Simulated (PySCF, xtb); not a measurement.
BHI2, SMILES B(I)I.

Coordinates come from a B3LYP-D3(BJ)/def2-SVP optimisation. The def2 effective core potentials stand for the cores of I; spin–orbit coupling is left out.

Calculation: IEF-PCM-ωB97X/def2-SVP run with PySCF.

The values are the electrostatic part of the solvation free energy, E(continuum) − E(gas) at the gas-phase geometry, in a cavity of scaled van der Waals radii (PySCF's table); cavitation and dispersion terms are not included. In vacuum the orbital gap is 9.53 eV. The dipole moment in vacuum is 0.24 D.

Computed values in water (ε = 78.36), toluene (ε = 2.37), benzene (ε = 2.27):
```json
[
 {"solvent": "water", "ε": "78.36", "ΔG(elec) (kcal/mol)": "-1.0", "dipole (D)": "0.38", "gap (eV)": "9.65"},
 {"solvent": "toluene", "ε": "2.37", "ΔG(elec) (kcal/mol)": "-0.4", "dipole (D)": "0.30", "gap (eV)": "9.59"},
 {"solvent": "benzene", "ε": "2.27", "ΔG(elec) (kcal/mol)": "-0.4", "dipole (D)": "0.30", "gap (eV)": "9.58"}
]
```

For comparison, GFN2-xTB/ALPB(water) (xtb, at the GFN2-xTB geometry, all terms of that model) gives -2.8 kcal/mol.
